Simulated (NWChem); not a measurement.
Species: CdNH₂I; SMILES [NH2][Cd][I]

```xyz
5

Cd     0.0008     1.0773    -0.0157
I     -0.0003    -1.5158     0.0085
N     -0.0032     3.0863     0.1320
H     -0.8167     3.5105    -0.3138
H      0.8130     3.5134    -0.3057
```
Atoms are numbered in this order, from 1.

The geometry was optimised at PBE0/def2-SVP. def2 effective core potentials on Cd, I; no spin-orbit coupling.

Question: List the 6 lowest vertical singlet excitations from PBE/def2-SVP with def2 effective core potentials on Cd, I, TDA (NWChem).

Answer: 
```
state  energy (eV)  oscillator strength  leading excitation (squared amplitude)
-----  -----------  -------------------  --------------------------------------
S1            3.90                0.030                      HOMO → LUMO (0.88)
S2            4.26                0.014                    HOMO−1 → LUMO (1.00)
S3            4.34                0.031                    HOMO−2 → LUMO (0.92)
S4            4.57                0.006                    HOMO → LUMO+1 (1.00)
S5            5.22                0.001                  HOMO−2 → LUMO+1 (0.99)
S6            5.29                0.002                  HOMO−1 → LUMO+1 (0.73)
```
